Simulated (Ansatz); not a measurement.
Consider the cleavage of the In–B bond: `[InH2][B]1CO1` + `[AsH3]` → `[AsH2][InH2]` + `B1CO1`.

Gas-phase electronic energies from Ansatz, PBE0-D4/def2-TZVP geometries. CBS: MP2 limit from def2 TZ/QZ plus the TZ coupled-cluster correction, frozen cores. Functionals use def2-TZVPP. HSE06 is defined as in plane-wave codes. def2 core potentials past Kr. For As, In outer-core shells are correlated without core-valence functions, which leaves a few kJ/mol of doubt a bond. Scalar relativity is left out up to krypton.

CCSD(T)/CBS gives -70.3 kJ/mol.

Problem. Another level gave -65.5 kJ/mol. Which?
A. HSE06/def2-TZVPP
B. ωB97X-V/def2-TZVPP
C. BHLYP/def2-TZVPP
D. RPA@PBE/def2-TZVPP

Solution. B. ωB97X-V -65.5, HSE06 -69.5, BHLYP -73.7, RPA@PBE/def2-TZVPP -56.3 kJ/mol.

Largest T1 diagnostic among the species: 0.016.

From BLYP to BHLYP (50 % exact exchange), in def2-TZVPP and without D4, ΔE moves by −3.9 kJ/mol. In def2-TZVPP, CCSD(T) changes the Hartree–Fock value by +13.5 kJ/mol (the triples alone add +0.5 kJ/mol) and MP2 by +6.7 kJ/mol.
